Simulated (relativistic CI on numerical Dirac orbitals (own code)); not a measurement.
## Cu⁴⁺ in a cubic cluster: 1s photoemission with charge transfer

Computed with a charge-transfer multiplet model of a cubic metal-ligand cluster with up to 3 ligand holes, Slater and spin-orbit integrals from Dirac-Coulomb-Breit ions, Slater integrals scaled by 0.8. The ground state mixes d7 with configurations of k ligand holes L, whose averages lie at kΔ + k(k − 1)U_dd/2; a core hole lowers each added d electron by U_cd. 20 K, Lorentzian 1.1 eV and Gaussian 0.6 eV FWHM.

Atomic integrals in eV (Slater integrals scaled, ζ unscaled), ground: F2dd 11.838, F4dd 7.422, zeta_d 0.120; with the core hole: F2dd 13.094, F4dd 8.239, zeta_d 0.161, G2cd 0.084.

Cluster parameters (eV): Δ = -0.5, U_dd = 7.5, U_cd = 9, 10Dq = 1.6, 10Dq(ligand) = 0.4, final-state hopping factor = 0.9.

```tsv
Case	n_d	d7	d8L	d9L2	d10L3	S
V(eg) = 1.7 eV, V(t2g) = -0.72 eV	7.72	0.33	0.62	0.05	0.00	0.55
V(eg) = 2 eV, V(t2g) = -0.85 eV	7.73	0.33	0.60	0.06	0.00	0.53
V(eg) = 2.3 eV, V(t2g) = -0.98 eV	7.75	0.33	0.59	0.08	0.00	0.52
V(eg) = 2.6 eV, V(t2g) = -1.11 eV	7.77	0.32	0.59	0.09	0.00	0.52
V(eg) = 2.9 eV, V(t2g) = -1.24 eV	7.79	0.32	0.58	0.10	0.00	0.51
```

Weights, n_d and S are thermal averages at 20 K. Binding energies count from the first peak over 30 % of the highest in each spectrum, which can be another peak from case to case. The parameters are a model scan and need not match a compound or its usual spin state. Peaks in eV (height, largest 100):
- V(eg) = 1.7 eV, V(t2g) = -0.72 eV: 0.0 (100), 5.0 (33), 14.4 (20)
- V(eg) = 2 eV, V(t2g) = -0.85 eV: 0.0 (100), 5.8 (32), 15.3 (16)
- V(eg) = 2.3 eV, V(t2g) = -0.98 eV: 0.0 (100), 6.7 (31), 16.5 (12)
- V(eg) = 2.6 eV, V(t2g) = -1.11 eV: 0.0 (100), 7.5 (31), 17.6 (9)
- V(eg) = 2.9 eV, V(t2g) = -1.24 eV: 0.0 (100), 8.2 (31), 18.8 (6)

Curve for V(eg) = 2.3 eV, V(t2g) = -0.98 eV (points under 2 left out, the grid thinned):

```tsv
E (eV)	Intensity
-3.2	3.5
-2.7	4.8
-2.2	7.0
-1.8	10.2
-1.3	18.3
-0.8	38.9
-0.3	82.0
0.2	96.3
0.7	53.5
1.1	28.3
1.6	14.8
2.1	9.2
2.6	6.9
3.1	6.3
3.5	6.0
4.0	5.3
4.5	4.9
5.0	5.7
5.5	8.7
6.0	16.6
6.4	27.1
6.9	29.7
7.4	20.4
7.9	16.8
8.4	13.3
8.8	9.4
9.3	6.7
9.8	4.7
10.3	3.2
10.8	2.4
11.3	2.0
11.7	2.1
12.2	2.9
12.7	4.4
13.2	4.4
13.7	3.1
14.1	3.0
14.6	3.8
15.1	4.5
15.6	5.5
16.1	9.4
16.6	11.8
17.0	8.4
17.5	4.1
18.0	2.2
```

For the case V(eg) = 2.3 eV, V(t2g) = -0.98 eV, Δ = -0.5 eV is smaller than U_dd = 7.5 eV, the charge-transfer side of the Zaanen-Sawatzky-Allen scheme (negative Δ: between configuration averages a ligand hole costs less than the nominal valence; multiplet and field energies can change this for the lowest states). With the core hole the average of the configuration with one ligand hole lies at Δ − U_cd = -9.5 eV before mixing: it lies below the unscreened one, so the lowest final states are mostly screened and the unscreened weight appears at higher binding energy as a satellite.
